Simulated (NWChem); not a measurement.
Everything below was run with NWChem. System: C3H3Cl, charge 1, spin multiplicity 2, at the geometry of a parent with another charge or spin, in a state set for the comparison that need not be this species' ground state. Its SCF solution wasn't tested for a lower state. Level: UPBE/aug-cc-pVTZ.

Input file:

```
start mol
memory heap 200 mb stack 900 mb global 1100 mb
charge 1
geometry units angstroms nocenter noautoz
  C      2.316098     0.443171     0.000000
  C      1.012357     0.535200     0.000000
  C     -0.290564     0.647140     0.000000
  Cl    -1.364415    -0.716117     0.000000
  H      2.883720     0.402964    -0.936593
  H      2.883720     0.402964     0.936593
  H     -0.799733     1.614986     0.000000
  symmetry group Cs
end
basis spherical
  * library aug-cc-pvtz
end
dft
  xc xpbe96 cpbe96
  odft
  mult 2
  semidirect memsize 60000000 filesize 0
  iterations 100
end
task dft energy
```

Output (cleaned and shortened):

```
             Northwest Computational Chemistry Package (NWChem) 7.3.0
             --------------------------------------------------------

                                NWChem Input Module
                                -------------------

 Scaling coordinates for geometry "geometry" by  1.889725989
 (inverse scale =  0.529177249)

 Turning off AUTOSYM since
 SYMMETRY directive was detected!

                             Geometry "geometry" -> ""
                             -------------------------

 Output coordinates in angstroms (scale by  1.889725989 to convert to a.u.)

  No.       Tag          Charge          X              Y              Z
 ---- ---------------- ---------- -------------- -------------- --------------
    1 C                    6.0000     2.31609800     0.44317100     0.00000000
    2 C                    6.0000     1.01235700     0.53520000     0.00000000
    3 C                    6.0000    -0.29056400     0.64714000     0.00000000
    4 Cl                  17.0000    -1.36441500    -0.71611700     0.00000000
    5 H                    1.0000     2.88372000     0.40296400    -0.93659300
    6 H                    1.0000     2.88372000     0.40296400     0.93659300
    7 H                    1.0000    -0.79973300     1.61498600     0.00000000

 Effective nuclear repulsion energy (a.u.)     126.0179018549

            Nuclear Dipole moment (a.u.)
            ----------------------------
        X                 Y               Z
 ---------------- ---------------- ----------------
    -0.0000037795    -0.0000170075     0.0000000000

      Symmetry information
      --------------------

 Group name             Cs
 Group number              2
 Group order               2
 No. of unique centers     6

      Symmetry unique atoms

     1    2    3    4    5    7


 Summary of "ao basis" -> "" (spherical)
 ------------------------------------------------------------------------------
       Tag                 Description            Shells   Functions and Types
 ---------------- ------------------------------  ------  ---------------------
 *                        aug-cc-pvtz                 on all atoms

  pbe96 is a nonlocal functional; adding pw91lda local functional.

                                 NWChem DFT Module
                                 -----------------

 Summary of "ao basis" -> "ao basis" (spherical)
 ------------------------------------------------------------------------------
       Tag                 Description            Shells   Functions and Types
 ---------------- ------------------------------  ------  ---------------------
 C                        aug-cc-pvtz               14       46   5s4p3d2f
 Cl                       aug-cc-pvtz               16       50   6s5p3d2f
 H                        aug-cc-pvtz                9       23   4s3p2d

 Summary of "ao basis" -> "ao basis" (spherical)
 ------------------------------------------------------------------------------
       Tag                 Description            Shells   Functions and Types
 ---------------- ------------------------------  ------  ---------------------
 C                        aug-cc-pvtz               14       46   5s4p3d2f
 Cl                       aug-cc-pvtz               16       50   6s5p3d2f
 H                        aug-cc-pvtz                9       23   4s3p2d

      Symmetry analysis of basis
      --------------------------

        a'        162
        a"         95

            General Information
            -------------------
          SCF calculation type: DFT
          Wavefunction type:  spin polarized.
          No. of atoms     :     7
          No. of electrons :    37
           Alpha electrons :    19
            Beta electrons :    18
          Charge           :     1
          Spin multiplicity:     2
          Use of symmetry is: on ; symmetry adaption is: on
          Maximum number of iterations: 100
          AO basis - number of functions:   257
                     number of shells:    85
          Convergence on energy requested:  1.00D-06
          Convergence on density requested:  1.00D-05
          Convergence on gradient requested:  5.00D-04

              XC Information
              --------------
          PerdewBurkeErnzerhof Exchange Functional  1.000
            Perdew 1991 LDA Correlation Functional  1.000 local
           PerdewBurkeErnz. Correlation Functional  1.000 non-local

             Grid Information
             ----------------
          Grid used for XC integration:  medium
          Radial quadrature: Mura-Knowles
          Angular quadrature: Lebedev.
          Tag              B.-S. Rad. Rad. Pts. Rad. Cut. Ang. Pts.
          ---              ---------- --------- --------- ---------
          C                   0.70       49          15.0       434
          Cl                  1.00       88          16.0       590
          H                   0.35       45          16.0       434
          Grid pruning is: on
          Number of quadrature shells:   325
          Spatial weights used:  Erf1

          Convergence Information
          -----------------------
          Convergence aids based upon iterative change in
          total energy or number of iterations.
          Levelshifting, if invoked, occurs when the
          HOMO/LUMO gap drops below (HL_TOL):  1.00D-02
          DIIS, if invoked, will attempt to extrapolate
          using up to (NFOCK): 10 stored Fock matrices.

                    Damping( 0%)  Levelshifting(0.5)       DIIS
                  --------------- ------------------- ---------------
[...]
    59      0.217175  2 C  py                13      0.201634  1 C  py
   148      0.154752  4 Cl px               237     -0.125443  7 H  s
   105     -0.104484  3 C  py               149      0.077019  4 Cl py

 Vector   19  Occ=0.000000D+00  E=-4.614506D-01  Symmetry=a"
              MO Center= -1.1D-02,  1.3D-01,  1.1D-16, r^2= 3.2D+00
   Bfn.  Coefficient  Atom+Function         Bfn.  Coefficient  Atom+Function
  ----- ------------  ---------------      ----- ------------  ---------------
   150      0.361973  4 Cl pz                57     -0.248195  2 C  pz
   103     -0.243239  3 C  pz               156      0.225772  4 Cl pz
   100     -0.193736  3 C  pz                60     -0.192009  2 C  pz
    54     -0.190631  2 C  pz               106     -0.177118  3 C  pz
   153      0.177269  4 Cl pz               191     -0.141538  5 H  s

 Vector   20  Occ=0.000000D+00  E=-2.988939D-01  Symmetry=a'
              MO Center=  8.6D-01,  2.5D-01,  1.3D-15, r^2= 4.0D+00
   Bfn.  Coefficient  Atom+Function         Bfn.  Coefficient  Atom+Function
  ----- ------------  ---------------      ----- ------------  ---------------
    10      0.305608  1 C  py                13      0.300908  1 C  py
    56     -0.254214  2 C  py                 7      0.232415  1 C  py
    59     -0.211331  2 C  py               148     -0.200231  4 Cl px
   149     -0.200615  4 Cl py                53     -0.193237  2 C  py
   154     -0.184278  4 Cl px               155     -0.181473  4 Cl py

 Vector   21  Occ=0.000000D+00  E=-2.672444D-01  Symmetry=a"
              MO Center=  5.8D-01,  4.7D-01, -3.1D-15, r^2= 3.0D+00
   Bfn.  Coefficient  Atom+Function         Bfn.  Coefficient  Atom+Function
  ----- ------------  ---------------      ----- ------------  ---------------
    57      0.337957  2 C  pz                60      0.337751  2 C  pz
   106     -0.323659  3 C  pz               103     -0.319777  3 C  pz
    54      0.262398  2 C  pz               100     -0.239189  3 C  pz
   191      0.179816  5 H  s                214     -0.179816  6 H  s
   156      0.144091  4 Cl pz                63      0.143061  2 C  pz

   alpha - beta orbital overlaps
   -----------------------------

   alpha      1      2      3      4      5      6      7      8      9     10
    beta      1      2      3      4      5      6      7      8      9     10
 overlap   1.000  1.000  1.000  1.000  1.000  1.000  1.000  1.000  0.999  0.995

   alpha     11     12     13     14     15     16     17     18     19     20
    beta     11     12     13     14     15     16     17     18     19     20
 overlap   0.996  0.999  0.998  0.998  0.991  0.993  1.000  1.000  0.998  0.999

   alpha     21     22     23     24     25     26     27     28     29     30
    beta     21     22     23     24     25     26     27     28     29     30
 overlap   0.999  0.999  0.999  0.999  0.998  0.999  0.995  0.999  0.995  0.998

   alpha     31     32     33     34     35     36     37     38     39     40
    beta     31     32     33     36     34     35     37     38     39     40
 overlap   0.999  0.996  0.978  0.998  0.923  0.925  0.999  0.992  0.991  0.956

   alpha     41     42     43     44     45     46     47     48     49     50
    beta     41     42     43     44     46     45     47     49     48     50
 overlap   0.950  0.989  0.998  0.989  0.996  0.986  0.984  0.998  0.995  0.991

   alpha     51     52     53     54     55     56     57     58     59     60
    beta     51     52     53     54     55     56     58     57     59     60
 overlap   0.997  1.000  0.999  0.986  0.999  0.992  0.988  0.925  0.928  0.998

   alpha     61     62     63     64     65     66     67     68     69     70
    beta     61     62     63     64     65     66     67     68     69     70
 overlap   0.989  0.998  0.993  0.991  0.999  0.999  0.999  0.995  0.993  0.993

   alpha     71     72     73     74     75     76     77     78     79     80
    beta     71     72     73     74     75     76     77     78     79     80
 overlap   0.995  0.999  0.999  0.999  0.998  0.998  0.998  0.998  0.997  0.997

   alpha     81     82     83     84     85     86     87     88     89     90
    beta     82     83     81     84     85     87     86     88     89     90
 overlap   0.936  0.936  0.999  0.998  0.984  0.925  0.984  0.893  0.908  0.979

   alpha     91     92     93     94     95     96     97     98     99    100
    beta     91     92     93     94     95     96     97     98     99    100
 overlap   0.959  0.968  0.984  0.994  0.999  0.994  0.996  0.997  0.987  0.989

   alpha    101    102    103    104    105    106    107    108    109    110
    beta    101    102    103    105    104    106    107    108    109    110
 overlap   0.994  0.990  0.980  0.986  0.989  0.993  0.991  0.999  0.980  0.999

   alpha    111    112    113    114    115    116    117    118    119    120
    beta    111    112    113    114    115    116    117    118    119    120
 overlap   0.987  0.998  0.999  0.993  0.994  0.999  1.000  1.000  0.998  0.999

   alpha    121    122    123    124    125    126    127    128    129    130
    beta    121    122    123    124    125    126    127    129    128    130
 overlap   0.998  0.999  1.000  0.999  0.994  0.991  0.997  0.998  0.999  0.996

   alpha    131    132    133    134    135    136    137    138    139    140
    beta    131    132    134    133    135    136    137    138    139    140
 overlap   1.000  0.999  0.996  0.995  0.995  0.937  0.937  0.998  0.999  0.999

   alpha    141    142    143    144    145    146    147    148    149    150
    beta    141    142    143    144    145    146    147    148    149    151
 overlap   0.998  0.991  0.999  0.990  0.985  0.984  0.997  0.998  0.999  0.999

   alpha    151    152    153    154    155    156    157    158    159    160
    beta    150    152    153    154    155    156    157    158    159    160
 overlap   1.000  0.999  0.848  0.849  0.999  0.999  0.998  1.000  0.998  1.000

   alpha    161    162    163    164    165    166    167    168    169    170
    beta    161    162    163    165    164    166    167    168    169    170
 overlap   0.998  0.999  0.998  0.988  0.996  0.988  0.997  0.998  0.998  1.000

------------------------------------------------------------
EAF file 0: "./mol.aoints.0" size=524288 bytes
------------------------------------------------------------
               write      read    awrite     aread      wait
               -----      ----    ------     -----      ----
     calls:        1        26         0         0         0
   data(b): 5.24e+05  1.36e+07  0.00e+00  0.00e+00
   time(s): 0.00e+00  0.00e+00  0.00e+00  0.00e+00  0.00e+00
rate(mb/s): 0.00e+00  0.00e+00
------------------------------------------------------------

   alpha    171    172    173    174    175    176    177    178    179    180
    beta    171    172    173    174    175    176    177    178    179    180
 overlap   0.999  0.965  0.965  0.975  0.996  0.976  0.994  0.994  0.996  0.891

   alpha    181    182    183    184    185    186    187    188    189    190
    beta    181    182    183    184    185    186    187    188    190    189
 overlap   0.999  0.892  0.977  0.964  0.976  1.000  0.998  0.997  0.994  0.999

   alpha    191    192    193    194    195    196    197    198    199    200
    beta    192    191    193    194    195    196    197    198    199    200
 overlap   0.992  0.978  0.975  0.991  0.997  0.993  0.997  0.997  0.998  0.999

   alpha    201    202    203    204    205    206    207    208    209    210
    beta    201    202    203    204    205    206    207    208    209    210
 overlap   0.997  0.993  0.993  0.998  0.999  0.999  0.999  0.996  1.000  0.983

   alpha    211    212    213    214    215    216    217    218    219    220
    beta    211    212    213    214    215    216    217    218    219    220
 overlap   0.980  1.000  0.999  0.999  1.000  0.992  0.992  1.000  1.000  1.000

   alpha    221    222    223    224    225    226    227    228    229    230
    beta    222    221    223    224    225    226    227    228    229    230
 overlap   1.000  1.000  0.998  1.000  0.999  0.999  0.999  1.000  0.999  1.000

   alpha    231    232    233    234    235    236    237    238    239    240
    beta    231    232    233    234    235    236    237    238    239    240
 overlap   0.999  1.000  1.000  0.999  1.000  1.000  1.000  1.000  1.000  1.000

   alpha    241    242    243    244    245    246    247    248    249    250
    beta    241    242    243    244    245    246    247    248    249    250
 overlap   1.000  1.000  1.000  1.000  1.000  1.000  1.000  1.000  1.000  1.000

   alpha    251    252    253    254    255    256
    beta    251    252    253    254    255    256
 overlap   1.000  1.000  1.000  1.000  1.000  1.000

     --------------------------
     Expectation value of S2:
     --------------------------
      <S2> =      0.7525 (Exact =     0.7500)

 center of mass
 --------------
 x =  -0.15964100 y =  -0.07906510 z =   0.00000000

 moments of inertia (a.u.)
 ------------------
         119.083966643444        -183.941665004017           0.000000000000
        -183.941665004017         576.472411255282           0.000000000000
           0.000000000000           0.000000000000         682.928086193190

     Multipole analysis of the density
     ---------------------------------

     L   x y z        total         alpha         beta         nuclear
     -   - - -        -----         -----         ----         -------
     0   0 0 0      1.000000    -19.000000    -18.000000     38.000000

     1   1 0 0      1.051021      0.579867      0.471157     -0.000004
     1   0 1 0      0.618668      0.198686      0.419999     -0.000017
     1   0 0 1     -0.000000     -0.000000      0.000000      0.000000

     2   2 0 0     -6.569626   -163.076179   -156.892053    313.398605
     2   1 1 0      2.362846    -46.218615    -43.995233     92.576694
     2   1 0 1      0.000000      0.000000     -0.000000      0.000000
     2   0 2 0    -18.147311    -40.633758    -38.438478     60.924924
     2   0 1 1     -0.000000     -0.000000     -0.000000      0.000000
     2   0 0 2    -19.178384    -13.791246    -11.652260      6.265121

 Task  times  cpu:      479.4s     wall:      479.4s

 Total times  cpu:      479.4s     wall:      479.4s
```
